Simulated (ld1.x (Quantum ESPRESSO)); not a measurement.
## What one change does to a pseudopotential (Ga (Z = 31), TM)

ld1.x (Quantum ESPRESSO) 7.5 input, shortened:

```
&input
   title='Ga', zed=31., rel=1, dft='PBESOL', iswitch=3,
   config='[Ar] 3d10 4s2 4p1'
 /
 &inputp
   pseudotype=2, tm=.true., lloc=-1, rcloc=2.05,
   nlcc=.true., new_core_ps=.true.
 /
2
4S  1  0   2.00   0.00  2.05  2.05  0.0
4P  2  1   1.00   0.00  1.90  1.90  0.0
 &test
   configts(1)='4s2 4p1'
 /
```

Change: local potential all-electron potential smoothed inside 1.50 bohr (lloc = -1).

Cutoffs: the cutoffs (Ry, on a coarse ladder) from which the occupation-weighted sum of valence levels, in a spherical-Bessel basis at the reference potential, stays within 10 and 1 mRy of its value at 400 Ry; they do not see the model core or the augmentation charge, which bear on the density cutoff. Errors are all-electron minus pseudo energies relative to the spin-unpolarised reference configuration.

What does the change do?

The potential gets neither clearly harder nor softer (12 Ry and 35 Ry → 12 Ry and 35 Ry); of the 7 tests that both files solve, the error grows in 0 and shrinks in 1 by more than 15 % and 0.3 meV (median size 20.3 → 19.1 meV); the range in which the s phases agree narrows (upper end 2.3 → 0.7); neither file shows a bound ghost.

```csv
quantity,base,changed
"cutoff, loose",12 Ry,12 Ry
"cutoff, tight",35 Ry,35 Ry
bound ghosts,none,none
"error for 4s2 4p0, meV [ΔE 5.68 eV]",-12,-10
"error for 4s1 4p0, meV [ΔE 26.82 eV]",-187,-171
"error for 4s2 4p0.5, meV [ΔE 2.03 eV]",-1.7,-1.5
"error for 4s2 4p1.3, meV [ΔE -0.53 eV]",-0.1,0.0
"error for 4s1 4p1, meV [ΔE 13.08 eV]",-51,-46
"error for 4s1 4p2, meV [ΔE 6.55 eV]",-20,-19
"error for 4s0 4p3, meV [ΔE 13.39 eV]",-81,-80
s: phases at 2.25 bohr within 0.05 rad from the reference energy up to (Ry; the scan ends near 5),2.3,0.7
p: phases at 2.25 bohr within 0.05 rad from the reference energy up to (Ry; the scan ends near 5),3.5,2.8
```
